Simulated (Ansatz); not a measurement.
Mulliken charges of Cl2GaHO (`[OH][Ga]([Cl])[Cl]`) from r2SCAN/def2-TZVPP in Ansatz (PBE0-D4/def2-TZVP geometry).

| atom | x (Å) | y (Å) | z (Å) | charge (e) |
| --- | --- | --- | --- | --- |
| O1 | 0.255 | 1.355 | 0.246 | -0.390 |
| Ga2 | 0.119 | -0.395 | 0.057 | 0.653 |
| Cl3 | 1.500 | -1.635 | 1.058 | -0.224 |
| Cl4 | -1.408 | -1.236 | -1.156 | -0.242 |
| H5 | -0.415 | 1.837 | -0.246 | 0.203 |

**Question.** By hand: the dipole of these point charges (1 e Å = 4.8032 D).

**Answer.** Σ q r = (-0.101, 0.252, -0.066) e Å, of length 0.279 e Å = 1.34 D.

**Question.** How does the dipole of the full density compare? (Estimate.)

**Answer.** The calculation gave: (-0.176, 0.209, -0.125) e Å, 1.44 D; the point charges give 0.93 times that, at 20° from its direction.

Point charges leave out the atoms' own dipoles, such as those of lone pairs, and Mulliken's split depends on the basis, so the two needn't agree.
